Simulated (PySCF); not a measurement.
Electron correlation in Al⁺ (aluminium, charge +1)

[Ne] 3s2, closed-shell 1S. Calculation: PySCF 2.14, in cc-pVTZ-DK (5s4p2d1f, 34 functions); the spin-free X2C one-electron Hamiltonian (Gaussian nucleus). Frozen: [Ne]; 2 electrons correlated.

Total MP2 correlation energy: -27.69 mhartree.

Same-spin part 0.00 and opposite-spin part -27.69 mhartree; SCS-MP2 scales them by 1/3 and 6/5 to -33.23 mhartree.

With two correlated electrons CCSD is exact within the correlated space (frozen core and kept virtual orbitals).

| level | correlation energy (mhartree) |
| --- | --- |
| CCSD | -39.42 |

Diagnostics: T1 = 0.0085, D1 = 0.0121, largest double amplitude 0.111.

Q: Is a single reference adequate?

A: Mostly. T1 lies below 0.03, but a double amplitude of this size points to a near-degeneracy that CCSD handles and MP2 describes poorly.
